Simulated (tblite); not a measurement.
Species: C3H13NSi2 (charge +1 and doublet state).
Geometry (GFN2-xTB, Å), atoms numbered from 1 in this order:
```xyz
19
C3H13NSi2 angstrom
C      2.2785   -0.5384    0.2219
C      0.9636   -1.2146   -0.1530
Si    -0.6054   -0.1865    0.2082
C     -2.2676   -0.6669   -0.5567
N     -0.7660    0.1943    1.8568
Si    -0.0168    2.0104   -0.9880
H      3.1100   -1.2024   -0.0034
H      2.4260    0.3831   -0.3392
H      2.3178   -0.3074    1.2828
H      0.9848   -1.4809   -1.2107
H      0.8748   -2.1506    0.4016
H     -2.2165   -0.7307   -1.6396
H     -2.5814   -1.6396   -0.1874
H     -3.0464    0.0453   -0.3001
H     -0.0038    0.2188    2.5156
H     -1.6418    0.4185    2.3022
H     -1.3166    2.6358   -1.1936
H      0.6477    1.5415   -2.1988
H      0.8492    2.6796   -0.0262
```

Level: GFN2-xTB in tblite, geometry and Hessian alike; calculated harmonic values, unscaled, isolated species. This tight-binding method is rough: wavenumbers can miss measured ones by several per cent, in bad cases by 10 to 20. Modes of hydrogen on silicon can be 10 to 20 % off. One conformer, not necessarily the lowest. Open shells enter through the occupations alone, without spin polarisation, and single modes of such species can be off by tens of per cent.

Harmonic wavenumbers (cm⁻¹): 48.3, 85.2, 98.7, 108.6, 120.6, 130.0, 152.4, 171.4, 187.2, 243.9, 256.3, 303.9, 354.6, 361.9, 402.9, 623.2, 702.4, 704.0, 711.2, 716.0, 724.2, 780.9, 806.8, 828.4, 959.6, 980.0, 1014.9, 1064.2, 1216.8, 1250.6, 1354.8, 1416.8, 1442.0, 1444.0, 1445.3, 1465.6, 1485.2, 1494.2, 2306.0, 2331.1, 2337.8, 2974.0, 2985.5, 3015.1, 3037.2, 3042.6, 3042.7, 3045.7, 3053.0, 3455.6, 3491.0.

A = 1902, B = 1786, C = 1284 MHz; mass 119.059 u (most abundant isotopes); point group C1, symmetry number 1; spin multiplicity 2.

Q: What is the zero-point energy?

A: ½Σν̃ = 32887 cm⁻¹ = 94.03 kcal/mol.

Q: Entropy at 400 K, 1 bar (ideal gas, RRHO, classical rotation)?

A: Translation 41.72, rotation 29.57, vibration 51.87, spin (R ln 2) 1.38: S = 124.5 cal/(mol K).

Q: And Cp and H(400 K) − H(0)?

A: Cp = 52.97 cal/(mol K), of which vibrations give 45.02 (their classical limit is 51 R = 101.3); H(400 K) − H(0) = 13.50 kcal/mol without the zero-point energy, 10.32 from vibrations.

Q: Which modes carry the vibrational entropy at 400 K?

A: 48.3 cm⁻¹: 5.47; 85.2 cm⁻¹: 4.35; 98.7 cm⁻¹: 4.06; 108.6 cm⁻¹: 3.87; 120.6 cm⁻¹: 3.66; 130.0 cm⁻¹: 3.52 cal/(mol K); the other 45 give 26.96 together.

Q: Blend soft modes into free rotors: weight 1/[1 + (100 cm⁻¹/ν̃)⁴] for the oscillator and the rest for a rotor with moment μB/(μ + B), μ = h/(8π²ν), B = 10⁻⁴⁴ kg m². What vibrational entropy results?

A: 48.37 cal/(mol K) in place of 51.87, which changes −T·S at 400 K by +1.40 kcal/mol.

Q: What must be added to the electronic energy to get the Gibbs energy at 400 K and 1 bar?

A: ZPE + [H(400 K) − H(0)] − T·S = 94.03 + 13.50 − 49.82 = 57.71 kcal/mol.

Q: How do the functions run with temperature in this model?

A: 
```json
{"T (K)": "150", "S (cal/(mol K))": "84.9", "Cp (cal/(mol K))": "30.5", "H − H(0) (kcal/mol)": "2.94", "G − H(0) (kcal/mol)": "-9.80", "ln q(vib)": "4.22"}
{"T (K)": "250", "S (cal/(mol K))": "102.8", "Cp (cal/(mol K))": "40.2", "H − H(0) (kcal/mol)": "6.48", "G − H(0) (kcal/mol)": "-19.21", "ln q(vib)": "7.99"}
{"T (K)": "298.15", "S (cal/(mol K))": "110.2", "Cp (cal/(mol K))": "44.6", "H − H(0) (kcal/mol)": "8.52", "G − H(0) (kcal/mol)": "-24.34", "ln q(vib)": "9.70"}
{"T (K)": "600", "S (cal/(mol K))": "148.6", "Cp (cal/(mol K))": "65.7", "H − H(0) (kcal/mol)": "25.44", "G − H(0) (kcal/mol)": "-63.70", "ln q(vib)": "19.24"}
{"T (K)": "900", "S (cal/(mol K))": "177.9", "Cp (cal/(mol K))": "78.7", "H − H(0) (kcal/mol)": "47.24", "G − H(0) (kcal/mol)": "-112.83", "ln q(vib)": "27.28"}
```

q(vib) and H(0) count from the zero-point level.

Hindered rotation and anharmonicity are outside this model. Other conformers, if any are populated, would add a mixing term that is left out. The structure is chiral; the term R ln 2 for an equal mix with its mirror image is left out.
